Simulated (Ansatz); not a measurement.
`CO[SiH](C)O` → `C[SiH2]O` + `C=O`  (β-hydride elimination)

Calculated with Ansatz (gas phase, PBE0-D4/def2-TZVP geometries, no zero-point term in ΔE). CCSD(T)/CBS adds triple-zeta CCSD(T) − MP2 to the extrapolated MP2 energy (def2 sets, frozen cores). This one scheme is used for every species. Functionals use def2-TZVPP. Each species was taken in one conformer, which may not be the lowest.

(1) Is it downhill or uphill in electronic energy at CCSD(T)/CBS, and by how much? (Best estimate.)

(2) What do these levels give: PBE-D4, ωB97X-V, ωB97M-V, PBE, MP2/def2-QZVPP, HF/CBS(def2)? (Estimate.)

Largest T1 diagnostic among the species: 0.015.

## Answers

(1) Ansatz gave: Uphill: ΔE = +224.0 kJ/mol.

(2) The calculation gave: PBE-D4 215.0, ωB97X-V 225.6, ωB97M-V 225.4, PBE 206.5, MP2/def2-QZVPP 230.7, HF/CBS(def2) 203.4 kJ/mol.

From PBE to PBE0 (25 % exact exchange), in def2-TZVPP and without D4, ΔE moves by +16.1 kJ/mol. In def2-TZVPP, CCSD(T) changes the Hartree–Fock value by +14.8 kJ/mol (the triples alone add −0.9 kJ/mol) and MP2 by +24.1 kJ/mol.
